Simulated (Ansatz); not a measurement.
One change: `Cc1ccc(C)c(C)c1` becomes `Cc1ccccc1C`.

Ansatz, PBE0-D4/def2-TZVP geometries, multiplicity 1. 

```
                                      property  `Cc1ccc(C)c(C)c1`
         HOMO energy (ωB97M-V/def2-TZVPP) / eV              -8.56
           HOMO–LUMO gap (PBE/def2-TZVPP) / eV               4.69
size of the dipole moment (PBE/def2-TZVPP) / D               0.42
           HOMO energy (B3LYP/def2-TZVPP) / eV              -6.31
           LUMO energy (B3LYP/def2-TZVPP) / eV              -0.17
             HOMO energy (PBE/def2-TZVPP) / eV              -5.56
```

What does the change do to each property? (Best estimate.)

Ansatz gave: 
| property | `Cc1ccccc1C` | shift |
| --- | --- | --- |
| HOMO energy (ωB97M-V/def2-TZVPP) / eV | -8.83 | -0.27 |
| HOMO–LUMO gap (PBE/def2-TZVPP) / eV | 4.90 | 0.21 |
| size of the dipole moment (PBE/def2-TZVPP) / D | 0.69 | 0.27 |
| HOMO energy (B3LYP/def2-TZVPP) / eV | -6.55 | -0.24 |
| LUMO energy (B3LYP/def2-TZVPP) / eV | -0.18 | -0.01 |
| HOMO energy (PBE/def2-TZVPP) / eV | -5.80 | -0.24 |

Dipoles are sizes alone; their direction can turn.

Positive LUMOs are unbound, so they and the gaps depend on the basis.

B3LYP here is the variant with VWN-RPA as its local correlation; programs differ in this.
